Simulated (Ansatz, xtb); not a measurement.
# Relative energy of two isomers of C6H10B2

We compare a, `CCB1C=CBC=C1`, a singlet, with b, `CB1C=CB(C)C=C1`, a singlet. Both are isolated molecules in the gas phase, relaxed with PBE0-D3(BJ)/def2-SVP; the shapes shown needn't be the lowest conformers.

a (Å):

```yaml
atoms:
  - { symbol: C, position_ang: [1.6046, 2.4442, 0.4707] }
  - { symbol: C, position_ang: [1.9465, 1.9067, -0.9325] }
  - { symbol: C, position_ang: [1.3266, -0.7482, -0.7591] }
  - { symbol: C, position_ang: [0.5763, -1.7929, -1.1788] }
  - { symbol: C, position_ang: [-1.2033, -0.0698, -2.2732] }
  - { symbol: C, position_ang: [-0.4504, 0.9723, -1.8519] }
  - { symbol: B, position_ang: [0.9535, 0.7195, -1.1872] }
  - { symbol: B, position_ang: [-0.7321, -1.5388, -2.0018] }
  - { symbol: H, position_ang: [0.5637, 2.8003, 0.5298] }
  - { symbol: H, position_ang: [2.2554, 3.2899, 0.7436] }
  - { symbol: H, position_ang: [1.7299, 1.6717, 1.2462] }
  - { symbol: H, position_ang: [1.8293, 2.7187, -1.6687] }
  - { symbol: H, position_ang: [3.0005, 1.5847, -0.9490] }
  - { symbol: H, position_ang: [2.2416, -0.9367, -0.1790] }
  - { symbol: H, position_ang: [0.8914, -2.8164, -0.9354] }
  - { symbol: H, position_ang: [-1.3861, -2.4736, -2.4099] }
  - { symbol: H, position_ang: [-2.1455, 0.1241, -2.8031] }
  - { symbol: H, position_ang: [-0.7914, 1.9999, -2.0442] }
```

b (Å):

```tsv
atom	x (Å)	y (Å)	z (Å)
C	-0.7647	3.1054	-0.9696
C	1.0715	1.2976	-1.8746
C	1.5796	0.0451	-1.8829
C	1.5264	-2.5411	-1.0068
C	-0.4406	-0.7851	-0.2964
C	-0.9487	0.4674	-0.2880
B	-0.2104	1.6432	-1.0294
B	0.9048	-1.1056	-1.0477
H	-0.0073	3.8874	-1.1310
H	-1.4713	3.1839	-1.8224
H	-1.3530	3.3332	-0.0677
H	1.5779	2.0871	-2.4487
H	2.4903	-0.1619	-2.4638
H	2.6139	-2.5721	-1.1728
H	1.0711	-3.0799	-1.8642
H	1.2668	-3.1248	-0.1106
H	-0.9656	-1.5820	0.2502
H	-1.8780	0.6670	0.2652
```

Question: Estimate E(b) − E(a) at the level CCSD(T)/def2-SVP + ΔMP2/def2-TZVPP.

Answer: Calculated at CCSD(T)/def2-SVP + ΔMP2/def2-TZVPP: E(b) − E(a) = −14.8 kcal/mol, so structure b lies lower.

The same difference at several levels:

```
                             level              geometry  E(b) − E(a) (kcal/mol)  departure from the last row (kcal/mol)  job, with rough time for the two
                          GFN2-xTB              GFN2-xTB                      −1.8                                   +13.1              optimisation, 0.18 s
                         HF/STO-3G              GFN2-xTB                     −14.1                                    +0.8               single point, 0.4 s
                r2SCAN-D4/def2-SVP              GFN2-xTB                     −17.1                                    −2.3               single point, 4.8 s
              PBE0-D3(BJ)/def2-SVP  PBE0-D3(BJ)/def2-SVP                     −16.2                                    −1.3                optimisation, 91 s
                       HF/def2-SVP  PBE0-D3(BJ)/def2-SVP                     −14.7                                    +0.1           part of the CCSD(T) run
                      MP2/def2-SVP  PBE0-D3(BJ)/def2-SVP                     −14.5                                    +0.3           part of the CCSD(T) run
                  CCSD(T)/def2-SVP  PBE0-D3(BJ)/def2-SVP                     −14.1                                    +0.8                      single point
CCSD(T)/def2-SVP + ΔMP2/def2-TZVPP  PBE0-D3(BJ)/def2-SVP                     −14.8                                                     single point, 2.1 min
```

As drawn, b has 1 C–B, 1 C–H in place of 1 C–C, 1 B–H.

The levels shown agree on the order. The largest departure from CCSD(T)/def2-SVP + ΔMP2/def2-TZVPP is that of GFN2-xTB, 13.1 kcal/mol. The last row adds to CCSD(T) the change of the MP2 difference between the two basis sets, here −0.8 kcal/mol.

With thermal terms from frequencies at re-optimised GFN2-xTB minima (ideal gas, soft modes damped towards free rotors, one conformer each, 298.15 K, 1 atm): the zero-point term adds −0.6 kcal/mol; ΔH is −14.9 and ΔG −16.0 kcal/mol.

The correlated steps freeze 8 core orbitals. Codes used: Ansatz 0.2.0, xtb 6.7.1; the last row on 4 threads of Arm Neoverse V2 on a shared host.
